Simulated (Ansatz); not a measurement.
Born–Oppenheimer molecular dynamics of Cl₂F₄Mo (7 atoms, charge 0, multiplicity 1). It starts from a relaxed structure.

Method: RKS r2SCAN-D4/def2-SVP in Ansatz.

```yaml
ensemble: NVT, Nosé–Hoover chain
time_step: 1 fs
steps_asked: 100
set_temperature: 700 K
thermostat: time constant 100 fs, chain length 3 (defaults)
seed: 896622
```

First frame:

```xyz
7
Properties=species:S:1:pos:R:3
Mo 0.043 0.000 0.043
Cl -0.022 0.000 2.319
Cl 2.319 0.000 -0.022
F 0.004 1.835 0.004
F -1.799 0.000 -0.009
F 0.004 -1.835 0.004
F -0.009 0.000 -1.799
```

Problem. How far do the bonds stretch over the last three quarters of this one trajectory? (Pairs bonded in most of those frames.)

Solution. 
```
   bond  mean (Å)  spread (Å)  shortest  longest
Mo1–Cl2     2.275       0.011      2.26     2.30
Mo1–Cl3     2.295       0.038      2.22     2.34
 Mo1–F4     1.834       0.042      1.78     1.90
 Mo1–F5     1.834       0.047      1.77     1.92
 Mo1–F6     1.840       0.030      1.78     1.89
 Mo1–F7     1.874       0.062      1.76     1.94
```

Mean temperature of the second half: 305 K. The conserved energy stayed within 0.15 meV per atom of its start (net change 0.072 meV per atom), so the integration is sound. The mean temperature of the second half is 56 % below the set value. A run of 0.1 ps of so small a system gives no equilibrium averages.

Run time: 7.2 min on 4 threads of Arm Neoverse V1, on a shared host, peak memory 0.23 GiB.
